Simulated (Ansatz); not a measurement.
Stepwise reaction of `O[Si](O)([SiH3])O[SiH3]` with hydrogen, as a gas-phase model of exchange steps in deposition or etching. ΔE in kJ/mol.

Program: Ansatz. Geometries: PBE0-D4/def2-TZVP. ΔE: electronic, gas phase. CCSD(T)/CBS adds triple-zeta CCSD(T) − MP2 to the extrapolated MP2 energy (def2 sets, frozen cores). This one scheme is used for every species. DFT in def2-TZVPP. B3LYP here is the variant with VWN-RPA as its local correlation; programs differ in this. Each species was taken in one conformer, which may not be the lowest.

| step | reaction | PBE-D4 | B3LYP-D4 | ωB97M-V | CCSD(T)/CBS |
| --- | --- | --- | --- | --- | --- |
| 2 | `O[SiH]([SiH3])O[SiH3]` + H₂ → `[SiH3]O[SiH2][SiH3]` + H₂O | 82.5 | 87.4 | 87.7 | 84.5 |

Give the row of step 1, `O[Si](O)([SiH3])O[SiH3]` + H₂ → `O[SiH]([SiH3])O[SiH3]` + H₂O. (Estimate.)

Computed: 
| step | reaction | PBE-D4 | B3LYP-D4 | ωB97M-V | CCSD(T)/CBS |
| --- | --- | --- | --- | --- | --- |
| 1 | `O[Si](O)([SiH3])O[SiH3]` + H₂ → `O[SiH]([SiH3])O[SiH3]` + H₂O | 97.2 | 104.7 | 105.3 | 101.8 |

By hand: ΔE of the 2 steps together at CCSD(T)/CBS.

(101.8) + (84.5) = 186.3 kJ/mol, or 93.2 kJ/mol a step.

In ΔE each step is lower than the one before. All are uphill at CCSD(T)/CBS. PBE-D4 differs from CCSD(T)/CBS by -4.6 to -2.0 kJ/mol a step. Isolated molecules leave out the surface, adducts and barriers. Largest T1 diagnostic: 0.013.
